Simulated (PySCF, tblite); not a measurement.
Species: C6H9OS (charge -1).
Geometry (GFN2-xTB, Å), atoms numbered from 1 in this order:
```
atom  x, y, z in Å
C1    -0.6177    1.8226    0.4943
C2    -0.0431    0.8286   -0.1732
C3    -0.8347   -0.0501   -1.1052
C4    -1.1729   -1.3874   -0.4469
C5     1.3899    0.4738    0.0231
C6     1.5541   -0.4852    1.2448
O7     1.2383   -0.0936    2.3584
S8     2.2048   -1.9923    0.8519
H9    -1.6697    2.0457    0.3951
H10   -0.0646    2.4272    1.1927
H11   -0.2528   -0.2399   -2.0123
H12   -1.7598    0.4597   -1.3951
H13   -0.2599   -1.9021   -0.1566
H14   -1.7692   -1.2237    0.4488
H15   -1.7319   -2.0252   -1.1322
H16    1.8077   -0.0136   -0.8581
H17    1.9746    1.3674    0.2604
```

Jobs on this species (17 atoms, 70 electrons) with PySCF (density fitting) and tblite. Hardware of each: one thread, Intel Xeon (x86_64) (shared host). Times come from a shared host and carry two figures at best.

```tsv
level and settings	work	basis functions	SCF cycles	wall time
GFN2-xTB	L-BFGS relaxation	–	–	?
PBE0/pcSseg-1	shieldings, charges and field gradients	188	?	?
GFN2-xTB	Hessian by finite differences	–	–	0.95 s
B3LYP/def2-SVPD	8 singlets by full TDDFT, 3 Tamm–Dancoff triplets, polarisability	242	15	62 s
```

Task: Fill in the missing figures.

Result: 
- GFN2-xTB; L-BFGS relaxation: 1.0 s
- PBE0/pcSseg-1; shieldings, charges and field gradients: 45 s, 15 SCF cycles

Task: What do all jobs in the table cost together?

Result: About 1.8 min; the longest takes about 57 % of that, and about 65 times as long as the shortest.
